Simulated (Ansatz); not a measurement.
`CB[SiH2]Cl` → `BC` + `[SiH]Cl` at 500 K and 1 bar (silylene formation by 1,1-elimination).

Gas-phase electronic energies from Ansatz, PBE0-D4/def2-TZVP geometries. CCSD(T)/CBS is the MP2 limit (def2-TZVPP, def2-QZVPP) plus CCSD(T) − MP2 in def2-TZVPP, frozen cores. This one scheme is used for every species. One conformer a species, not always the lowest.

```
     species  CCSD(T)/CBS energy (Eh)  H − E (kJ/mol)  S (J/(mol·K))
`CB[SiH2]Cl`               -815.34006           220.2          410.4
        `BC`                -65.83255           172.2          281.8
   `[SiH]Cl`               -749.43948            39.6          274.0
```

H − E and S are ideal-gas, rigid-rotor, harmonic terms from PBE0-D4/def2-TZVP, for one conformer and one mirror image of each species. 1 Eh = 2625.50 kJ/mol, R = 8.31446 J/(mol·K).

Problem. By hand: ΔE, ΔH, ΔS and ΔG.

Solution. ΔE = (-65.83255) + (-749.43948) − (-815.34006) = 0.06803 Eh = 178.6 kJ/mol. Δ(H − E) = 172.2 + 39.6 − 220.2 = -8.4, so ΔH = 170.2 kJ/mol. ΔS = 281.8 + 274.0 − 410.4 = 145.4 J/(mol·K). ΔG = 170.2 − 500 × (145.4)/1000 = 97.5 kJ/mol.

Problem. By hand: the equilibrium constant, and the temperature at which ΔG would vanish if ΔH and ΔS stayed fixed.

Solution. log₁₀ K = −ΔG/(RT ln 10) = -10.2. ΔG = 0 at ΔH/ΔS = 1171 K.

The number of gas molecules changes by +1, which sets the sign of ΔS. A doubt of 5 kJ/mol in ΔE shifts log₁₀ K by 0.5 here. Other conformers and mirror images would add mixing entropy, several J/(mol·K) or more a flexible species. Modes under 60 cm⁻¹, often nearly free rotors, make the harmonic entropy too high. These are equilibria of isolated gas molecules and say nothing of rates. Largest T1 diagnostic: 0.013 (customary marks: 0.02 for closed shells, 0.045 for open ones).
